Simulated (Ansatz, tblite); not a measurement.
Cost and result up the ladder for the cluster Cd2O3H2 (the lowest singlet isomer of a short search) (7 atoms). The state is a singlet with charge 0. Geometry: r2SCAN-D4/def2-SVP.

```xyz
7

Cd    1.262    1.124    0.469
Cd   -1.159   -0.441   -1.247
O    -0.061    1.156   -0.973
O    -2.232   -2.018   -1.716
O     2.712    1.167    1.793
H     2.346    1.223    2.688
H    -2.868   -2.211   -1.013
```

Ansatz on 4 threads of Arm Neoverse V1 on a shared host; xTB runs through tblite on one thread. Times are rough, summed over both states, and most runs start from the orbitals of an earlier one. PBE0-D4/def2-TZVP serves as the yardstick here, not as an exact answer. The other state is a doublet.

In the def2 sets Cd takes a core potential; there is no spin–orbit coupling. The xTB rows come from tblite. The structure comes from a short search, and lower isomers may exist.

Raw xTB energies of ions are shifted by several eV.

```json
{"level": "GFN1-xTB", "functions": "24", "wall time": "0.006 s", "vertical IE (eV)": "14.29", "difference from PBE0-D4/def2-TZVP (eV)": "4.78"}
{"level": "GFN2-xTB", "functions": "22", "wall time": "0.008 s", "vertical IE (eV)": "14.80", "difference from PBE0-D4/def2-TZVP (eV)": "5.28"}
{"level": "PBE-D4/def2-TZVP", "functions": "185", "wall time": "5.1 s", "vertical IE (eV)": "8.94", "difference from PBE0-D4/def2-TZVP (eV)": "-0.58"}
{"level": "r2SCAN-D4/def2-TZVP", "functions": "185", "wall time": "14 s", "vertical IE (eV)": "9.09", "difference from PBE0-D4/def2-TZVP (eV)": "-0.43"}
{"level": "PBE0-D4/def2-TZVP", "functions": "185", "wall time": "15 s", "vertical IE (eV)": "9.51", "difference from PBE0-D4/def2-TZVP (eV)": "0.00"}
```
